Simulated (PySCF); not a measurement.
CdI, SMILES [Cd][I] (connectivity only; charge and spin as stated), neutral, multiplicity 2. The structure is a stationary point at PBE-D3(BJ)/def2-TZVP. The spin state was assumed, not searched. The def2 effective core potentials stand for the cores of Cd, I; spin–orbit coupling is left out.

Calculation: PBE-D3(BJ)/def2-TZVP run with PySCF.

Harmonic wavenumbers (cm⁻¹): 155. Rotational constants (GHz): 1.132 (linear); symmetry number 1.

Work out the zero-point energy and the ideal-gas rigid-rotor harmonic-oscillator thermochemistry at 298.15 K and 1 atm.

ZPE = ½ Σ hcν = ½ × 155 cm⁻¹ = 0.93 kJ/mol. H − E(el) = 11.27 kJ/mol. Entropy in J/(mol K): translation 177.06, rotation 79.91, vibration 10.91, spin 5.76, total 273.64. G − E(el) = -70.32 kJ/mol. Cp = 37.04 J/(mol K).
